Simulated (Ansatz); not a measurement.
Question: Name a neutral molecule of B, C, F, O, S and H with HOMO–LUMO gap (PBE0/def2-TZVPP) between 6.05 and 6.35 eV and zero-point energy (PBE0-D4/def2-TZVP) between 91 and 107 kJ/mol (Ansatz, PBE0-D4/def2-TZVP geometry).

Answer: `OC1(F)BS1` (6.10 eV, 96.3 kJ/mol). Other molecules can fit too; these were computed, each in one conformer that needn't be the lowest.
